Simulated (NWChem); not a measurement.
System meant: HTeSeI; SMILES [SeH][Te]I

NWChem input:

```
start job
memory heap 200 mb stack 900 mb global 1100 mb
geometry units angstroms noautoz
  Te     0.964396    -0.475259    -0.003462
  I     -0.364281     1.913127     0.008184
  Se    -0.881757    -2.163754     0.043344
  H     -1.075666    -2.246408    -1.417839
end
basis spherical
  * library def2-svp
end
dft
  xc xpbe96 cpbe96
  iterations 150
  mulliken
end
task dft energy
```

End of the output:

```
             Grid Information
             ----------------
          Grid used for XC integration:  medium
          Radial quadrature: Mura-Knowles
          Angular quadrature: Lebedev.
          Tag              B.-S. Rad. Rad. Pts. Rad. Cut. Ang. Pts.
          ---              ---------- --------- --------- ---------
          Te                  1.40      123          10.0       590
          I                   1.40      123          11.0       590
          Se                  1.15      112          11.0       590
          H                   0.35       45          12.0       434
          Grid pruning is: on
          Number of quadrature shells:   403
          Spatial weights used:  Erf1

          Convergence Information
          -----------------------
          Convergence aids based upon iterative change in
          total energy or number of iterations.
          Levelshifting, if invoked, occurs when the
          HOMO/LUMO gap drops below (HL_TOL):  1.00D-02
          DIIS, if invoked, will attempt to extrapolate
          using up to (NFOCK): 10 stored Fock matrices.

                    Damping( 0%)  Levelshifting(0.5)       DIIS
                  --------------- ------------------- ---------------
          dE  on:    start            ASAP                start
          dE off:    2 iters        150 iters           150 iters

      Screening Tolerance Information
      -------------------------------
          Density screening/tol_rho:  1.00D-10
          AO Gaussian exp screening on grid/accAOfunc:  14
          CD Gaussian exp screening on grid/accCDfunc:  20
          XC Gaussian exp screening on grid/accXCfunc:  20
          Schwarz screening/accCoul:  1.00D-08

      Superposition of Atomic Density Guess
      -------------------------------------

      charge =      52.0 Te (Tellurium)

      symmetry species            s     p     d     f
      number of basis functions =10     7     6
      number of cont. functions = 4     4     2
      number of closed shells   = 5     3     2
      number of open shells     = 0     1     0
      open shell occupation     = 0     4     0
 ------------------------------------------------------------------------
 atomscf:atomd: error in atom scf                   0
 ------------------------------------------------------------------------
 ------------------------------------------------------------------------
  current input line :
    17: task dft energy
 ------------------------------------------------------------------------
 ------------------------------------------------------------------------
 This error has not yet been assigned to a category
 ------------------------------------------------------------------------
 For more information see the NWChem manual at https://nwchemgit.github.io

0:atomscf:atomd: error in atom scf:Received an Error in Communication
```

Find the fault in this run and fix the input.

The program stopped with an error. Cause: the def2 basis of a heavy element holds valence functions alone and wants its effective core potential (without it all electrons must fit into that basis). This input runs:
```
start job
memory heap 200 mb stack 900 mb global 1100 mb
geometry units angstroms noautoz
  Te     0.964396    -0.475259    -0.003462
  I     -0.364281     1.913127     0.008184
  Se    -0.881757    -2.163754     0.043344
  H     -1.075666    -2.246408    -1.417839
end
basis spherical
  * library def2-svp
end
ecp
  Te library def2-ecp
  I library def2-ecp
end
dft
  xc xpbe96 cpbe96
  iterations 150
  mulliken
end
task dft energy
```
It converges to -2967.24750 Ha (PBE/def2-SVP with def2 effective core potentials on Te, I).
